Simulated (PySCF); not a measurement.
C6H13BO2.
Atom-mapped SMILES: `[CH3:1][CH2:2][CH2:3][CH:4]1[CH2:5][O:6][BH:7][O:8][CH2:9]1`

Geometry (PBE0-D3(BJ)/def2-SVP, Å), atoms numbered from 1 in this order:
```
atom  x, y, z in Å
C1    -3.203    0.557   -0.464
C2    -1.909   -0.240   -0.476
C3    -0.722    0.551    0.059
C4     0.589   -0.224    0.136
C5     1.663    0.587    0.846
O6     2.912   -0.067    0.858
B7     3.230   -0.947   -0.127
O8     2.391   -1.239   -1.153
C9     1.118   -0.635   -1.231
H10   -4.047   -0.033   -0.852
H11   -3.119    1.465   -1.083
H12   -3.464    0.880    0.557
H13   -1.703   -0.582   -1.505
H14   -2.031   -1.158    0.125
H15   -0.969    0.922    1.069
H16   -0.573    1.454   -0.562
H17    0.423   -1.146    0.725
H18    1.774    1.572    0.355
H19    1.373    0.779    1.892
H20    4.303   -1.494   -0.086
H21    1.177    0.253   -1.888
H22    0.442   -1.354   -1.718
```

NICS = −σ at a ghost point: NICS(0) at the centroid of the ring atoms, NICS(1) 1 Å to either side along the normal of their mean plane, zz for the tensor component along that normal. Level: GIAO PBE0/pcSseg-1 (PySCF, non-relativistic, gas phase) on the PBE0-D3(BJ)/def2-SVP geometry, one conformer.

Ring bond lengths (Å), with Mayer bond orders in brackets: C4–C5 1.522 (1.02), C5–O6 1.410 (0.88), O6–B7 1.358 (1.16), B7–O8 1.358 (1.16), O8–C9 1.411 (0.87), C9–C4 1.522 (1.00).

Task: What do the NICS probes read (ppm)?

Result: 
```csv
ring,type,NICS(0),"NICS(1), two faces","NICS(1)zz, two faces",rms pucker (Å),"centre to ring atoms, mean (Å)"
C4–C5–O6–B7–O8–C9,6-membered ring with B and 2 O; formal bonds all single,-1.5,-0.6 / -2.4,1.4 / 0.7,0.19,1.40
```

Task: What do they say, and how far can they be read as aromaticity?

Result: 
- C4–C5–O6–B7–O8–C9: mean NICS(1)zz 1.0 ppm, near zero. C4, C5, C9 have four or more neighbours, so the value isn't read as a sign of a π ring current.

Task: At the second NICS(1) probe listed for ring C4–C5–O6–B7–O8–C9, 1 Å off the ring, what do the in-plane components average?

Result: The isotropic value is a third of the trace: (3 × -2.4 − (0.7))/2 = -3.9 ppm.

Task: Give the inner angles of the rings and the Hirshfeld charges of the ring atoms.

Result: 
- C4–C5–O6–B7–O8–C9: C4 108.5° (-0.036 e), C5 112.5° (+0.010 e), O6 120.1° (-0.182 e), B7 122.9° (+0.203 e), O8 120.5° (-0.182 e), C9 112.3° (+0.010 e); sum 696.8° against 720° for a flat convex ring.

Task: How do the values depend on the level or the medium?

Result: 
```
                level  NICS(0), C4–C5–O6–B7–O8–C9  mean NICS(1)zz, C4–C5–O6–B7–O8–C9
   PBE0/pcSseg-1, gas                        -1.5                                1.0
wB97X-D/pcSseg-1, gas                        -1.4                                1.1
```

The geometry is the same throughout.

Time: 2.7 min wall (with the writing of density and orbital grids); peak memory 0.92 GiB. Hardware: Intel Xeon at 2.50 GHz, one thread, shared host with 64 logical CPUs at a one-minute load of 62. This is the whole shielding run at PBE0/pcSseg-1, SCF included.
